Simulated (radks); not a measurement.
The numbers below are computed, except where a source is named.
Problem. The mean radii <r> (bohr) of the occupied orbitals of an atom or ion are listed with their occupations. Code: a radial shooting solver on a logarithmic mesh with Libxc functionals. Model: Dirac Kohn-Sham, BLYP, spin-unpolarised, spherical densities, finite nucleus; Fermi nuclear charge, rms radius of each element as measured or else 0.836 A^(1/3) + 0.57 fm.

orbital  occ.      <r>
1s1/2       2  0.03111
2s1/2       2   0.1345
2p1/2       2   0.1141
2p3/2       4   0.1192
3s1/2       2   0.3681
3p1/2       2   0.3597
3p3/2       4   0.3706
3d3/2       4   0.3432
3d5/2       6   0.3467
4s1/2       2   0.8861
4p1/2       2   0.9358
4p3/2       2   0.9614
4d3/2       4    1.123
4d5/2       3    1.133
5p1/2       2    2.294

Name the element and its charge. Open shells, if any, fill j = l - 1/2 first.

Solution. Z = 47, silver, charge +4: Ag4+ in [Ar] 3d10 4s2 4p4 4d7 5p2. The 1s radius gives Z: for a bare nucleus <r> = (2 gamma + 1)/(2Z) with gamma = sqrt(1 - (Z/c)^2), 0.03062 bohr for Z = 47, and screening makes it slightly larger (0.03111 here). The occupations add up to 43, and the charge is Z minus that.
